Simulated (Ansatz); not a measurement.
Reaction (substitution at a C–C bond): `CC[SiH]` + `[NH2][Ga]([SH])[Cl]` → `C[NH][Ga]([SH])[Cl]` + `C[SiH]`

Gas-phase electronic energies from Ansatz, PBE0-D4/def2-TZVP geometries. CCSD(T)/CBS adds triple-zeta CCSD(T) − MP2 to the extrapolated MP2 energy (def2 sets, frozen cores). This one scheme is used for every species. Functionals use def2-TZVPP. For Ga outer-core shells are correlated without core-valence functions, which leaves a few kJ/mol of doubt a bond. Scalar relativity is left out up to krypton. Each species was taken in one conformer, which may not be the lowest.

```csv
level,ΔE (kJ/mol)
BHLYP-D4,27.3
ωB97X-V,28.8
HF/def2-QZVPP,27.8
MP2/def2-QZVPP,32.3
```

Task: What does CCSD(T)/CBS give? (Estimate.)

Result: Computed: +30.3 kJ/mol. The listed levels differ from it by -3.0, -1.5, -2.5, 2.0 kJ/mol.

Largest T1 diagnostic among the species: 0.012.

From BLYP to BHLYP (50 % exact exchange), in def2-TZVPP and without D4, ΔE moves by +3.0 kJ/mol. Leaving LDA and LC-ωPBE aside and taking each functional with its dispersion term where it has one, the values, not all of them listed here, spread over 7.0 kJ/mol, from BLYP-D4 to PBE-QIDH. At CCSD(T), def2-SVP lies −6.5 kJ/mol from the extrapolated value and def2-TZVPP −1.7 kJ/mol.
